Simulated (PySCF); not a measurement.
**[Er(HCN)]3+ at several levels of theory**

Computed with PySCF 2.14.0 (density fitting, no spin-orbit coupling) at the geometry relaxed with PBE0:

```xyz
4
[Er(HCN)]3+ (singlet in the valence; each metal's 4f electrons, 11 of them, lie in its core potential, out of spins and levels)
Er    0.0000    0.0000   -0.2181
N     0.0000    0.0000    1.9597
C     0.0000    0.0000    3.1266
H     0.0000    0.0000    4.2440
```

```csv
level,basis,state,HOMO (eV),gap (eV),charge on Er1 (e),population of f-type functions on Er1 (polarisation alone where 4f lies in the core),dipole about the centre of mass (D),largest force component (eV/Å)
PBE0,"Er lcecp-1-SVP with ECP57, N def2-SVP, C def2-SVP, H def2-SVP",singlet,-27.29,7.38,2.48,0.02,5.23,0.00
r2SCAN,the same,singlet,-26.19,5.84,2.49,0.02,5.25,0.49
PBE0,"Er lcecp-1-TZVP with ECP57, N def2-TZVP, C def2-TZVP, H def2-TZVP",singlet,-27.20,7.31,2.59,0.02,5.28,0.86
```

In the lcecp rows the 4f levels are missing from HOMO and gap, and the state counts the valence alone.

Charges are Mulliken's, which hang on the basis. The relaxation used the grid (50, 194), these runs (75, 302) or, all-electron (x2c bases, spin-free X2C Hamiltonian), (99, 590).

Q: What does BP86 with Er lcecp-1-SVP with ECP57, N def2-SVP, C def2-SVP, H def2-SVP give here?

A: state singlet, HOMO (eV) -26.13, gap (eV) 5.12, charge on Er1 (e) 2.43, population of f-type functions on Er1 (polarisation alone where 4f lies in the core) 0.02, dipole about the centre of mass (D) 5.51, largest force component (eV/Å) 1.49. Time: 6 s on 2 threads of Intel(R) Xeon(R) Processor @ 2.50GHz (Skylake/Cascade Lake), on a shared host, from an already converged density.

In the first row's basis the gap widens with exact exchange: 5.1 to 5.8 eV for BP86, r2SCAN (none); 7.4 eV for PBE0 (a fixed share).

An lcecp potential fixes the number of 4f electrons, so in runs with it no electron can move into or out of that shell.
